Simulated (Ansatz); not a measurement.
Geometry optimisation, RKS PBE/def2-SVP in Ansatz.

The input (input.yaml):

```yaml
crystal:
  periodic: [false, false, false]
  atoms:
    - { symbol: Zr, position_ang: [0.0, 0.0, 0.0] }
    - { symbol: Cl, position_ang: [0.0, 0.0, 2.52] }
    - { symbol: O, position_ang: [1.952, 0.0, -0.6893] }
    - { symbol: H, position_ang: [2.2684, -0.9521, -0.806] }
    - { symbol: F, position_ang: [-0.9326, 1.6157, -0.6593] }
    - { symbol: Cl, position_ang: [-1.1869, -2.0563, -0.8392] }
basis:
  gaussian: { orbitals: def2-SVP }
hamiltonian:
  xc: pbe
relax:
  f_tol: 0.02
  max_steps: 40
```

Command:

```bash
$ ansatz run input.yaml --threads 1 --pin off --max-ram 2048MiB --backend cpu --events-out ev --progress --plain --runs-dir out
```

Q: Where does it end, and by what steps?

A: The run converged. After 9 steps the energy has fallen by 0.802 eV; H4 moved furthest, 0.60 Å.

```csv
step,energy less start (eV),largest force component (eV/Å),accepted
0,0.0000,2.244,yes
1,-0.5967,1.302,yes
2,-0.6905,0.631,yes
3,-0.7172,0.352,yes
4,-0.7352,1.041,yes
5,-0.7914,0.153,yes
6,-0.8000,0.105,yes
7,-0.8017,0.047,yes
8,-0.8019,0.022,yes
9,-0.8020,0.002,yes
```

```xyz
6
Properties=species:S:1:pos:R:3
Zr -0.056 -0.124 0.031
Cl -0.058 -0.019 2.390
O 1.722 -0.362 -0.591
H 2.628 -0.483 -0.909
F -0.735 1.512 -0.674
Cl -1.400 -1.916 -0.721
```

Whether the end is a true minimum wasn't checked by a vibrational analysis.

The run took 57 s on 1 thread of Arm Neoverse V1 (shared host), peak memory 0.15 GiB.
